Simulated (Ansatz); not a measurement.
Reaction (redistribution): `[AlH2][CH2][CH2][GeH3]` + `BC#C` → `[BH2][AlH2]` + `C#CC[CH2][GeH3]`

Program: Ansatz. Geometries: PBE0-D4/def2-TZVP. ΔE: electronic, gas phase. CCSD(T)/CBS is the MP2 limit (def2-TZVPP, def2-QZVPP) plus CCSD(T) − MP2 in def2-TZVPP, frozen cores. This one scheme is used for every species. Functionals use def2-TZVPP. For Ge outer-core shells are correlated without core-valence functions, which leaves a few kJ/mol of doubt a bond. Scalar relativity is left out up to krypton. Each species was taken in one conformer, which may not be the lowest.

```csv
species,ωB97X-V energy (Eh)
`[AlH2][CH2][CH2][GeH3]`,-2400.81420
`BC#C`,-102.78044
`[BH2][AlH2]`,-269.57769
`C#CC[CH2][GeH3]`,-2233.98445
```

Work out ΔE.

ΔE = (-269.57769) + (-2233.98445) − (-2400.81420) − (-102.78044) = 0.03250 Eh = +0.88 eV. CCSD(T)/CBS gives +0.94 eV.

Largest T1 diagnostic among the species: 0.014.

In def2-TZVPP, CCSD(T) changes the Hartree–Fock value by +0.05 eV (the triples alone add +0.03 eV) and MP2 by +0.13 eV. From PBE to PBE0 (25 % exact exchange), in def2-TZVPP and without D4, ΔE moves by −0.04 eV.
